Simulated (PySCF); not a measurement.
# Correlation energy of K⁺ (potassium, charge +1)

[Ar], closed-shell 1S. Computed with PySCF 2.14 in def2-TZVP (6s4p3d, 33 functions), with no relativity, point nucleus. Frozen: [Ne] 3s2; 6 electrons correlated.

Total MP2 correlation energy: -126.23 mhartree.

Same-spin part -37.74 and opposite-spin part -88.49 mhartree; SCS-MP2 scales them by 1/3 and 6/5 to -118.77 mhartree.

```
  level  correlation energy (mhartree)
   CCSD                        -136.17
    (T)                          -0.79
CCSD(T)                        -136.96
```

Diagnostics: T1 = 0.0013, D1 = 0.0018, largest double amplitude 0.024.

Is a single reference adequate?

Yes: T1 lies below 0.03 and no double amplitude reaches 0.07.
